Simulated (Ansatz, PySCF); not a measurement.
CH7BOSi (SMILES CBO[SiH3]), singlet, at a GFN2-xTB geometry, with bond 5-3 at 1.8 times its length. Base run: CASSCF(4,5)/6-31G (PySCF).

Here is a job for PySCF.
```python
from pyscf import gto, scf, mcscf
import numpy

mol = gto.Mole()
mol.atom = '''
    B    -0.432957    0.732598    0.971896
    H    -1.334326    0.405677    1.666850
    C     0.298704    2.120156    1.211651
    H     0.704410    2.171652    2.220255
    H    -0.969604    3.605159    1.055675
    H     1.111433    2.297577    0.512441
    O    -0.045924   -0.067488   -0.001365
    Si    0.032554   -1.334342   -0.989738
    H    -0.970310   -2.352954   -0.661869
    H     1.385915   -1.856041   -0.806009
    H    -0.207016   -0.774300   -2.318792
'''
mol.basis = '6-31g'
mol.charge = 0
mol.spin = 0
mol.verbose = 4
mol.build()

mf = scf.RHF(mol)
mf.kernel()
mc = mcscf.CASSCF(mf, 5, 4)
mc.fix_spin_(ss=0.0)
mc.kernel()
occ = numpy.linalg.eigvalsh(mc.fcisolver.make_rdm1(mc.ci, mc.ncas, mc.nelecas))[::-1]
ss = mc.fcisolver.spin_square(mc.ci, mc.ncas, mc.nelecas)[0]
print('natural occupations', occ.round(4), ' <S^2>', round(ss, 4))
```

Programs used: Ansatz (a program for electronic structure), PySCF; a row that names a program was run with it.

The base run was repeated with changes; each row names its change, and settings that it needs were set with it.

```
change                                   ΔE vs base (kcal/mol)                           natural occupations  <S^2> of the state
---------------------------------------  ---------------------  --------------------------------------------  ------------------
base                                                     0.000                      1.98 1.81 0.19 0.02 0.00                0.00
fix_spin_ = off                                          0.000                      1.98 1.81 0.19 0.02 0.00                0.00
orbitals = fixed (CASCI)                                 24.56                      2.00 1.87 0.13 0.00 0.00                0.00
state_average = 2 states                                  5.30                                             -                   -
start = MP2 natural orbitals                              2.69                      1.98 1.81 0.19 0.01 0.00                0.00
active space = 4 electrons, 3 orbitals                   11.94                                2.00 1.81 0.19                0.00
conv_tol = 1e-5                                          0.000                      1.98 1.81 0.19 0.02 0.00                0.00
code = ansatz                                            -2.05                                             -                   -
active space = 8 electrons, 9 orbitals                  -16.76  1.98 1.98 1.98 1.82 0.18 0.02 0.02 0.02 0.00                0.00
active space = 10 electrons, 9 orbitals                 -15.91  2.00 1.98 1.98 1.98 1.81 0.19 0.02 0.02 0.01                0.00
solver = newton                                          0.000                      1.98 1.81 0.19 0.02 0.00                0.00
```

Active orbitals are taken around the Fermi level unless the row says otherwise; CASSCF can end in different local minima, and two programs can end on different orbitals. State-averaged rows give the lowest state.
